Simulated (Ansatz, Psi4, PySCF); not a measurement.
System: fluorine atom, F (charge 0, doublet).

Property: electron affinity to the singlet, in eV. Set-up: valence correlation only; no spin-orbit coupling; 6-311+G** with 5d; non-relativistic; each state is the SCF solution reached for its charge and spin; six Cartesian d functions in 6-31G* and its kin unless marked 5d; UHF or UKS for open shells. CBS marks a two-point X^-3 extrapolation of the correlation energy; Hartree-Fock from the larger set. Sets without +, aug- or the D of def2-TZVPD hold no diffuse functions, which anions need.

Measured values: pymatgen's periodic table; they hold spin-orbit and core effects. 

Value to compare with, the measured value: 3.40 eV.

```tsv
level	program	electron affinity to the singlet (eV)	error
HF/6-31G*	Ansatz	-0.39	-3.79
PBE/6-311+G**	Ansatz	3.58	0.18
B3LYP/STO-3G	Ansatz	-9.01	-12.41
B3LYP/3-21G	Ansatz	-0.86	-4.26
B3LYP/6-31G*	Ansatz	1.05	-2.35
M06-2X/6-31G* (5d)	PySCF	1.12	-2.28
wB97X-D/6-31G*	Psi4	1.16	-2.24
MP2/6-31G*	Ansatz	1.07	-2.33
MP2/6-311+G**	Ansatz	3.24	-0.16
B3LYP/def2-TZVPD	Ansatz	3.53	0.13
CCSD(T)/CBS(aug-cc-pVTZ,aug-cc-pVQZ)	Ansatz	3.44	0.04
```

Among the 9 habitual levels, B3LYP/STO-3G lies farthest from the measured value (-12.41 eV); 1 of 9 lie above it, and their mean absolute error is 3.33 eV, the median 2.33. One case shows no general order.

The levels are drawn from those run, B3LYP/6-31G* more often than the rest, none by its result; runs whose electronic state is in doubt are left out.

Ansatz is a quantum-chemistry and plane-wave program.
